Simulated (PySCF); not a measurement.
# Hartree-Fock beside MP2: CFH2OSi anion

All numbers below are calculated, not measured. The program is PySCF 2.14.0, an open-source quantum chemistry code, run on an isolated molecule that a program drew, which may never have been made. The molecule is CFH2OSi anion (charge -1, singlet), drawn as the SMILES string `[O-]C=[SiH]F`.

The geometry was optimised and harmonic frequencies were computed with HF and MP2, all in the aug-cc-pV(D+d)Z basis, for the commonest isotopes, with a restricted reference for singlets and an unrestricted one otherwise, and a frozen core in MP2. Each result is a local minimum of its method.

Geometry at the HF minimum:
```xyz
6
CFH2OSi anion, angstrom
O     1.8062   -1.9412   -1.0298
C     1.4209   -1.5220    0.0355
Si    2.2126   -0.0881    1.1195
F     1.2217   -0.3530    2.4749
H     0.4662   -1.9646    0.4318
H     3.4070   -0.9429    1.5581
```

Lengths of the bonds as drawn, in Å (atoms numbered as above):
```
  bond     HF    MP2
 O1-C2  1.208  1.249
C2-Si3  1.964  1.949
Si3-F4  1.700  1.739
 C2-H5  1.124  1.140
Si3-H6  1.533  1.536
```

Rotational constants, in GHz:
| constant | HF | MP2 |
|---|---|---|
| A | 17.84 | 17.83 |
| B | 3.264 | 3.164 |
| C | 2.83 | 2.756 |

Harmonic frequencies in cm^-1, each column in rising order, so a row needn't be the same motion in every method:
| rank | HF | MP2 |
|---|---|---|
| 1 | 106 | 118 |
| 2 | 207 | 180 |
| 3 | 369 | 344 |
| 4 | 584 | 500 |
| 5 | 652 | 628 |
| 6 | 690 | 640 |
| 7 | 844 | 786 |
| 8 | 996 | 906 |
| 9 | 1464 | 1352 |
| 10 | 1830 | ? |
| 11 | 1996 | 1972 |
| 12 | 2836 | 2685 |

**Estimate the missing MP2 frequency from the HF column.**

A single factor s that minimises the squared misfit of MP2 against s times HF over the other rows is sum(HF x MP2) / sum(HF^2) = 0.9485, with an rms misfit of 35 cm^-1. For rank 10 it gives 0.9485 x 1830 = 1736 cm^-1. The calculation gives 1581 cm^-1, 155 cm^-1 below the estimate. The drawn bonds are on average 1.3 % longer in MP2 than in HF.
